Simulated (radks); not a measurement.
Task: The mean radii <r> (bohr) of the occupied orbitals of an atom or ion are listed with their occupations. All-electron calculation, non-relativistic Kohn-Sham, PBE, spin-polarised, spherical densities, point nucleus. Program: a radial shooting solver on a logarithmic mesh with Libxc functionals.

orbital  occ.     <r>
1s          2  0.4209
2s          2   2.604

Name the element and its charge. Open shells, if any, are filled with parallel spins first.

Result: Z = 4, beryllium, charge 0: Be in [He] 2s2. The 1s radius gives Z: for a bare nucleus <r> = 1.5/Z, 0.375 bohr for Z = 4, and screening makes it slightly larger (0.4209 here). The occupations add up to 4, and the charge is Z minus that.
